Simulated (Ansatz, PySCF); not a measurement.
Lewis adduct: BH3 (SMILES B) (first 4 atoms) with C2H6O (SMILES COC); geometry from B3LYP-D3(BJ)/def2-TZVP, rigid monomers moved along the line of their centres of mass till B1···O6 is 2.31 Å.
(charge 0, multiplicity 1):
```xyz
13

B      0.1492     0.2265     1.0946
H      1.2806     0.5130     0.8058
H     -0.6860     1.0199     0.7503
H     -0.1438    -0.9313     0.9009
C     -1.1976     0.1175     3.9835
O      0.1043     0.3054     3.4044
C      1.1190    -0.4824     4.0488
H     -1.1440     0.3494     5.0468
H     -1.5264    -0.9118     3.8272
H     -1.8649     0.8032     3.4728
H      1.1296    -0.2381     5.1106
H      2.0609    -0.2146     3.5824
H      0.9142    -1.5442     3.8972
```

Counterpoise-corrected where a basis set is named; no monomer relaxation.

Cores are frozen in the correlated methods.

The values were computed with Ansatz (a first-principles code); PySCF for the dispersion terms. 

PBE/def2-TZVPPD gives -698.9 meV for the interaction energy.

Problem. Predict the shift from PBE, with its sign, for: PBE-D3(BJ)/def2-TZVPPD, r2SCAN/def2-TZVPPD, PBE0/def2-TZVPPD, wB97M-V/def2-TZVPPD, MP2/aug-cc-pVDZ, CCSD(T)/aug-cc-pVDZ.

Solution. PBE-D3(BJ)/def2-TZVPPD -62.7; r2SCAN/def2-TZVPPD -36.9; PBE0/def2-TZVPPD 34.9; wB97M-V/def2-TZVPPD -20.6; MP2/aug-cc-pVDZ 22.3; CCSD(T)/aug-cc-pVDZ 35.5 meV. 3 of 6 lie above PBE; the widest gap is to PBE-D3(BJ)/def2-TZVPPD.
